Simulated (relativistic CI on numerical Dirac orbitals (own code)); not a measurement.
# Gd XXVIII: sensitivity of the levels to the model

Base calculation: Dirac-Coulomb-Breit CI, separate exchange-only KLI orbitals for each configuration, QED by a radiative potential, unscaled Slater integrals.

Configurations in the expansion (outside the closed core [Ar] 3d10): 4s2 4p6 4d, 4s2 4p5 4d2, 4s2 4p6 4f, 4s 4p6 4d2, 4s2 4p5 4d 4f, 4s 4p6 4d 4f, 4s2 4p6 5s, 4s2 4p6 5p, 4s2 4p6 5d, 4p6 4d3, 4p5 4d4, 4p5 4d3 4f, 4s 4p6 4f2, 4s 4p5 4f3, 4p6 4f3. Double excitations out of closed p, d and f shells are left out; levels of such configurations are missing from the list, as are those of other unlisted configurations, and high levels can miss mixing partners.

Variants: (1) Breit term removed; (2) non-relativistic limit. Shifts of the energy above 4s2 4p6 4d 2D_3/2, in cm⁻¹, for the lowest level and the first level of each name with at least 55 % of one term (blank where a level changes its place among those of its configuration and J or its character, or is not in the variant):

```csv
Level,Base,Δ(1),Δ(2)
4s2 4p6 4d 2D_3/2,0,0,0
4s2 4p6 4d 2D_5/2,67021,+1741,-67021
4s2 4p5 4d2 4D°_1/2,931513,+2642,-60036
4s2 4p5 4d2 4D°_3/2,935653,+2450,-64176
4s2 4p5 4d2 4D°_7/2,1007193,+4474,
4s2 4p5 4d2 4G°_9/2,1008668,+4460,-105219
4s2 4p5 4d2 4G°_11/2,1029449,+5151,-126000
4s2 4p5 4d2 2H°_11/2,1087275,+5898,-122340
4s2 4p5 4d2 2G°_9/2,1122137,+5503,
4s2 4p5 4d2 2P°_1/2,1129265,+5631,-171961
4s2 4p5 4d2 2P°_3/2,1201680,+5387,
4s2 4p6 4f 2F°_7/2,1285308,+5207,+22019
4s 4p6 4d2 4F_3/2,1907416,+2994,-393019
4s 4p6 4d2 4F_5/2,1931701,+3603,-417304
4s 4p6 4d2 4P_1/2,1966624,+3361,-418478
4s 4p6 4d2 4F_7/2,1973773,+4935,-459376
4s 4p6 4d2 4P_3/2,1997198,+4438,-449051
4s 4p6 4d2 4P_5/2,2000017,+4549,-451870
4s 4p6 4d2 4F_9/2,2009151,+5772,-494754
4s 4p6 4d2 2D_3/2,2055259,+4817,-466800
4s 4p6 4d2 2G_7/2,2066586,+4743,-458731
4s 4p6 4d2 2G_9/2,2090424,+5815,-482569
```

At this charge energies of transitions that change n are usually good to better than 1 %, and those within a shell (Δn = 0) to a few per cent.

Ionisation energy from the two ground configurations alone: base 936.644 eV; Breit term removed 937.091 eV. The NIST ASD value (theoretical) is 937 eV.

LS names give the leading component of a level, which can be under half, so a name can repeat, a term be missing and a line seem to break the LS rules.
